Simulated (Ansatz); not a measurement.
Start from `CC[O][SbH][CH3]` and change one atom or group to get `CCO[SiH2]P`.

Ansatz, PBE0-D4/def2-TZVP geometries, multiplicity 1. Each molecule was computed in one conformer, which needn't be the lowest.

Elements past krypton have def2 core potentials.  Spin–orbit coupling is left out; it splits and shifts lone-pair levels of the heavy atoms by tenths of an eV.

| property | `CC[O][SbH][CH3]` |
| --- | --- |
| LUMO energy (ωB97M-V/def2-TZVPP) / eV | 1.07 |
| HOMO–LUMO gap (PBE/def2-TZVPP) / eV | 4.49 |
| size of the dipole moment (PBE/def2-TZVPP) / D | 1.44 |
| LUMO energy (PBE/def2-TZVPP) / eV | -1.45 |
| HOMO energy (PBE/def2-TZVPP) / eV | -5.94 |
| HOMO–LUMO gap (B3LYP/def2-TZVPP) / eV | 6.10 |

(1) What does the change do to each property? (An estimate is asked.)

Results:

(1) Computed: 
```
                                      property  `CCO[SiH2]P`  shift
         LUMO energy (ωB97M-V/def2-TZVPP) / eV          2.13   1.06
           HOMO–LUMO gap (PBE/def2-TZVPP) / eV          6.02   1.53
size of the dipole moment (PBE/def2-TZVPP) / D          1.51   0.07
             LUMO energy (PBE/def2-TZVPP) / eV         -0.48   0.97
             HOMO energy (PBE/def2-TZVPP) / eV         -6.49  -0.55
         HOMO–LUMO gap (B3LYP/def2-TZVPP) / eV          7.58   1.48
```

With PBE0 the HOMO falls by 0.47 eV and the LUMO rises by 1.05 eV, so the gap widens by about 1.52 eV. PBE moves the HOMO by -0.55 eV and ωB97M-V by -0.45 eV. Dipoles are sizes alone; their direction can turn.

B3LYP here is the variant with VWN-RPA as its local correlation; programs differ in this.
